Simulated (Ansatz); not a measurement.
Basis-set series for C$_{3}$H$_{6}$BN (`CNC1=CB1`). Total charge 0; spin multiplicity 1. Geometry: relaxed with PBE0-D4/def2-TZVP. It is one conformer, not always the lowest.

```xyz
11

C    -1.443    0.217   -0.954
N    -0.783   -0.123    0.281
C     0.535   -0.102    0.436
C     1.515   -0.345    1.355
B     1.952    0.104    0.048
H    -2.165    1.027   -0.812
H    -0.686    0.552   -1.663
H    -1.965   -0.643   -1.386
H    -1.357   -0.419    1.053
H     1.613   -0.673    2.380
H     2.783    0.405   -0.739
```

```json
{"functional": "PBE0-D4", "basis": "def2-TZVPP", "functions": "239", "energy (Eh)": "-197.31298", "HOMO (eV)": "-6.77", "LUMO (eV)": "0.69"}
{"functional": "PBE0-D4", "basis": "def2-QZVPP", "functions": "465", "energy (Eh)": "-197.32415", "HOMO (eV)": "-6.79", "LUMO (eV)": "0.53"}
{"functional": "ωB97M-V", "basis": "def2-TZVPP", "functions": "239", "energy (Eh)": "-197.45952", "HOMO (eV)": "-8.91", "LUMO (eV)": "2.32"}
{"functional": "ωB97M-V", "basis": "def2-QZVPP", "functions": "465", "energy (Eh)": "-197.46982", "HOMO (eV)": "-8.93", "LUMO (eV)": "1.53"}
```

**Question.** Give the rows for def2-SVP. (Best estimate.)

**Answer.** Computed: 
| functional | basis | functions | energy (Eh) | HOMO (eV) | LUMO (eV) |
| --- | --- | --- | --- | --- | --- |
| PBE0-D4 | def2-SVP | 100 | -197.10035 | -6.71 | 1.00 |
| ωB97M-V | def2-SVP | 100 | -197.23653 | -8.85 | 3.10 |

Positive LUMOs are unbound and depend on the basis.
